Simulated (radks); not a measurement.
Os4+, configuration [Xe] 4f14 5d4.

All-electron calculation, Dirac Kohn-Sham, Slater X-alpha with alpha = 0.837, spin-unpolarised, spherical densities, finite nucleus; open shells are shared between the two j in proportion to 2j + 1; Fermi nuclear charge, rms radius 5.4126 fm. Program: a radial shooting solver on a logarithmic mesh with Libxc functionals.

Energy parts (eV):
total: -471840.95
kinetic: 535371.64
electron-nucleus: -1177468.23
Hartree: 181297.98
exchange: -11042.34

Orbitals (lengths in bohr, moments of r in powers of bohr; <r^-3> diverges for s and p1/2; r(90%) holds 90 % of the orbital's charge):
| orbital | occ. | eigenvalue (eV) | <r^-3> | r(90%) | <r^2> |
|---|---|---|---|---|---|
| 1s1/2 | 2 | -73920.40 | - | 0.0323 | 0.0004333 |
| 2s1/2 | 2 | -12934.89 | - | 0.116 | 0.006570 |
| 2p1/2 | 2 | -12402.81 | - | 0.102 | 0.004667 |
| 2p3/2 | 4 | -10863.72 | 18000 | 0.113 | 0.005859 |
| 3s1/2 | 2 | -3054.028 | - | 0.284 | 0.04275 |
| 3p1/2 | 2 | -2812.991 | - | 0.275 | 0.03905 |
| 3p3/2 | 4 | -2476.602 | 4126 | 0.296 | 0.04554 |
| 3d3/2 | 4 | -2068.666 | 718.4 | 0.269 | 0.03508 |
| 3d5/2 | 6 | -1995.505 | 604.7 | 0.275 | 0.03686 |
| 4s1/2 | 2 | -685.1994 | - | 0.618 | 0.2094 |
| 4p1/2 | 2 | -583.3044 | - | 0.631 | 0.2146 |
| 4p3/2 | 4 | -503.9302 | 974.6 | 0.679 | 0.2486 |
| 4d3/2 | 4 | -335.4733 | 150.4 | 0.718 | 0.2664 |
| 4d5/2 | 6 | -320.6843 | 123.9 | 0.734 | 0.2789 |
| 5s1/2 | 2 | -140.6722 | - | 1.42 | 1.103 |
| 5p1/2 | 2 | -108.4697 | - | 1.55 | 1.299 |
| 4f5/2 | 6 | -106.2792 | 24.36 | 0.883 | 0.3612 |
| 4f7/2 | 8 | -103.3665 | 23.20 | 0.895 | 0.3717 |
| 5p3/2 | 4 | -95.3783 | 159.0 | 1.68 | 1.525 |
| 5d3/2 | 1.6 | -51.2561 | 15.60 | 2.21 | 2.509 |
| 5d5/2 | 2.4 | -49.7520 | 12.71 | 2.26 | 2.632 |

The highest occupied level is 5d5/2 at -49.752 eV. The density falls to 0.001 e/bohr^3 at r = 3.12 bohr.
